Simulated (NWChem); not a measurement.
CHCl2F; SMILES FC(Cl)Cl

```xyz
5

F      1.5952    -0.1809     0.0000
C      0.3872     0.4094     0.0000
Cl    -0.4994    -0.0603    -1.4819
Cl    -0.4994    -0.0603     1.4819
H      0.4963     1.4924     0.0000
```
Atoms are numbered in this order, from 1.

Geometry: optimised at B3LYP/6-31G* (spherical d).

**Question.** Give the principal values of the shielding tensors (ppm) of F1, C2, Cl3 from PBE/pcSseg-1, GIAO (NWChem), with their diamagnetic and paramagnetic parts as GIAO splits them.

**Answer.** 
```tsv
atom	σ11	σ22	σ33	isotropic	diamagnetic	paramagnetic
F1	123.6	266.4	289.0	226.3	476.1	-249.7
C2	9.2	58.5	77.2	48.3	246.6	-198.3
Cl3	177.6	421.1	966.3	521.7	1145.6	-623.9
```
